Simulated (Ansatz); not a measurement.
`C[SiH2][SiH](Cl)Cl` from Hartree–Fock to CCSD(T)

Cartesian coordinates in Å:
```
C 1.724 -0.394 0.140
Si -0.010 -0.307 0.841
Si -1.456 0.701 -0.694
Cl -1.332 -0.325 -2.476
Cl -3.390 0.620 -0.006
H 2.121 0.606 -0.046
H 2.394 -0.902 0.837
H 1.727 -0.944 -0.803
H -0.051 0.488 2.100
H -0.556 -1.663 1.116
H -1.172 2.121 -1.009
```

Total charge 0; spin multiplicity 1. Geometry: relaxed with PBE0-D4/def2-TZVP. It is one conformer, not always the lowest. Frozen core, restricted reference, Ansatz. CBS rows extrapolate triple and quadruple zeta; past MP2 they add the triple-zeta difference.

```json
{"basis": "def2-TZVPP", "HF (Eh)": "-1538.40632", "MP2 corr.": "-0.79929"}
{"basis": "def2-QZVPP", "HF (Eh)": "-1538.45164", "MP2 corr.": "-0.86940"}
```

Q: Estimate the CCSD correlation energy and the (T) correction in each basis where they were run (hartree).

A: 
```csv
basis,CCSD corr.,(T)
def2-TZVPP,-0.87339,-0.03571
CBS(def2),-0.99544,as TZ
```
